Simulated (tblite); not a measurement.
Species: C₃H₅F₃P₂Si.
Numbering: `[F:1][C:2]([F:3])=[C:4]([F:5])/[P:6]=[P:7]/[CH2:8][SiH3:9]` (hydrogens: H10, H11 on C8; H12, H13, H14 on Si9)

Structure optimised with GFN2-xTB, isolated species.

Question: List the bond lengths, angles and torsions at this level.

Answer: 
| bond | length (Å) |
| --- | --- |
| F1–C2 | 1.332 |
| C2–F3 | 1.326 |
| C2=C4 | 1.331 |
| C4–F5 | 1.350 |
| C4–P6 | 1.822 |
| P6=P7 | 2.037 |
| P7–C8 | 1.840 |
| C8–Si9 | 1.920 |
| C8–H10, C8–H11 | 1.090 |
| Si9–H12, Si9–H13, Si9–H14 | 1.463 |

Bonds in one row agree within 0.01 Å and their mean is given. A selection of angles:
| angle | degrees |
| --- | --- |
| F1–C2–F3 | 110.4 |
| F1–C2–C4 | 123.2 |
| F3–C2–C4 | 126.4 |
| C2–C4–F5 | 117.7 |
| C2–C4–P6 | 127.5 |
| F5–C4–P6 | 114.4 |
| C4–P6–P7 | 97.6 |
| P6–P7–C8 | 99.9 |
| P7–C8–Si9 | 110.9 |
| P7–C8–H10 | 107.8 |
| P7–C8–H11 | 111.1 |
| Si9–C8–H10 | 109.0 |
| H10–C8–H11 | 108.1 |
| C8–Si9–H12 | 108.5 |
| H12–Si9–H13 | 110.9 |

Dihedral angles: F1–C2–C4–F5 178° (antiperiplanar); C2–C4–P6–P7 -51° (synclinal); C4–P6–P7–C8 176° (antiperiplanar); P6–P7–C8–Si9 -93° (anticlinal). The mirror-image conformer, all signs reversed, is as good.

Si9 (SiH3 silicon) is tetrahedral (angles from 106.9° to 111.3°). The C–F distances run from 1.326 Å (C2–F3, drawn single) to 1.350 Å (C4–F5, drawn single), a spread of 0.024 Å. Of the pairs four or more bonds apart, F1···P7 is among the closest relative to their van der Waals radii: 3.05 Å, 93 % of the sum of Bondi's values.

Point group: C1 (no symmetry element, even within 0.4 Å). Its GFN2-xTB frequencies are all real (lowest 22 cm⁻¹). The numbers are those of one conformer. 3 starts were optimised and ended at 0.00, 0.20 and 1.65 kcal/mol (GFN2-xTB); the lowest of these is shown.

The numbers are calculated, not measured.
